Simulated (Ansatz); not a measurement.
Species: AlBr$_{2}$Cl, SMILES `[Cl][Al]([Br])[Br]` (charge 0, multiplicity 1).

Question: Give a relaxed geometry from B3LYP-D3(BJ)/def2-TZVP (Ansatz, a program for electronic structure).

Answer: the end point of this relaxation (outside a Z-matrix the atoms follow the SMILES, hydrogens last).
Z-matrix (Å, degrees):
```
Al
Cl 1 2.0798
Br 1 2.2363 2 119.81
Br 1 2.2363 2 119.81 3 -180.00
```
